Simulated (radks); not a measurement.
The numbers below are computed, except where a source is named.
Q: Pt, 78 electrons, occupied as [Xe] 4f14 5d9.25 6s0.75 (fractional occupations, a model configuration). Code: a radial shooting solver on a logarithmic mesh with Libxc functionals. Model: scalar-relativistic Kohn-Sham, RPBE, spin-unpolarised, spherical densities, point nucleus. Some entries of the table are withheld. Estimate them.

orbital,occ.,eigenvalue (hartree),<r> (bohr)
1s,2,-2882.660,0.01714
2s,2,-506.3796,0.07234
2p,6,-438.7475,0.06523
3s,2,-118.9262,0.1871
3p,6,-99.23532,0.1882
3d,10,(1),0.1704
4s,2,-25.53724,0.4150
4p,6,-19.08174,0.4419
4d,10,(2),0.4682
5s,2,-3.71412,0.9531
4f,14,-2.54688,0.5162
5p,6,-2.03346,1.106
5d,9.25,-0.20681,1.715
6s,0.75,-0.19638,2.982

A: 
(1) 3d eigenvalue (hartree): -77.91478
(2) 4d eigenvalue (hartree): -11.24907
